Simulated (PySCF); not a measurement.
Compound: H6OSSi2.
InChI=1S/H6OSSi2/c1-4-2-3/h1H,4H2,3H3

Torsions of this conformer, `[OH:1][SiH2:2][S:3][SiH3:4]`: O1–Si2–S3–Si4 179°, H–O1–Si2–S3 1°.

The closed-shell ground state was solved at several levels (PySCF, density fitting, gas phase, non-relativistic). Geometry: PBE0-D3(BJ)/def2-SVP, one conformer, isolated molecule.

```
              level  basis functions  HOMO (eV)  LUMO (eV)  gap (eV)  dipole (D)
       KT3/pcSseg-2              249      -6.48      -1.38      5.10        0.70
       LDA/pcSseg-2              249      -6.47      -1.58      4.89        0.83
      LDA/def2-SVPD              146      -6.42      -1.52      4.90        0.77
     PBE0/def2-SVPD              146      -7.56      -0.51      7.05        0.78
        PBE0/6-31G*               80      -7.45      -0.02      7.43        0.82
    B3LYP/def2-SVPD              146      -7.31      -0.72      6.59        0.79
BHandHLYP/def2-SVPD              146      -8.61       0.25      8.86        0.88
  wB97X-D/def2-SVPD              146      -9.37       1.19     10.56        0.82
      OPBE/pcSseg-2              249      -6.41      -1.16      5.25        0.65
       KT2/pcSseg-2              249      -6.45      -1.47      4.98        0.75
     B97-D/pcSseg-2              249      -6.36      -1.18      5.18        0.71
  LC-wPBE/def2-SVPD              146     -10.21       1.44     11.65        0.85
```

(1) What might B3LYP/pcSseg-2 (249 basis functions) give for the same quantities?

(2) How far do the dipole and the HOMO energy spread over the levels?

Answers

(1) HOMO -7.35 eV, LUMO -0.73 eV, gap 6.62 eV, dipole 0.82 D.

(2) The dipole runs from 0.65 to 0.88 D (mean 0.78 D) and the HOMO from -10.21 to -6.36 eV.
